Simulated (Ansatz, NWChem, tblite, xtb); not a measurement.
## CH7GaN2 (SMILES [CH3][Ga]([NH2])[NH2]): the dipole moment, rung by rung

CH7GaN2 has 11 atoms, charge 0, and is taken as a singlet. SMILES: `[CH3][Ga]([NH2])[NH2]`. The coordinates come from a PBE0-D4/def2-TZVP relaxation.

Quantity: the dipole moment, in D. The values are calculated.

```json
{"level": "GFN2-xTB", "kind": "semi-empirical", "program": "tblite", "value (D)": "0.54", "CPU time": "under 2 s"}
{"level": "GFN1-xTB", "kind": "semi-empirical", "program": "tblite", "value (D)": "0.27", "CPU time": "under 2 s"}
{"level": "GFN0-xTB", "kind": "semi-empirical", "program": "xtb", "value (D)": "0.80", "CPU time": "under 2 s"}
{"level": "IPEA1-xTB", "kind": "semi-empirical", "program": "tblite", "value (D)": "0.46", "CPU time": "under 2 s"}
{"level": "HF/STO-3G", "kind": "Hartree–Fock", "program": "Ansatz", "value (D)": "0.48", "CPU time": "2.5 s"}
{"level": "HF/3-21G", "kind": "Hartree–Fock", "program": "Ansatz", "value (D)": "0.35", "CPU time": "2.6 s"}
{"level": "HF/6-31G", "kind": "Hartree–Fock", "program": "Ansatz", "value (D)": "0.11", "CPU time": "5.2 s"}
{"level": "HF/def2-SVP", "kind": "Hartree–Fock", "program": "Ansatz", "value (D)": "0.21", "CPU time": "7.1 s"}
{"level": "B3LYP/6-31G* (spherical functions)", "kind": "global hybrid", "program": "NWChem", "value (D)": "0.27", "CPU time": "32 s"}
{"level": "B3LYP/6-31G* (Cartesian functions)", "kind": "global hybrid", "program": "Ansatz", "value (D)": "0.27", "CPU time": "14 s"}
```

All-electron rows without a relativistic Hamiltonian named are non-relativistic. The values span 0.11 to 0.80 D. Magnitudes only: a small dipole may point the other way at some levels. Sets without polarisation functions give poor dipoles. Without the sets that lack polarisation functions the rows with a basis span only 0.21 to 0.27 D. Times are those of the runs behind each value, whatever else they computed, on shared processors of several kinds: orders of magnitude only.
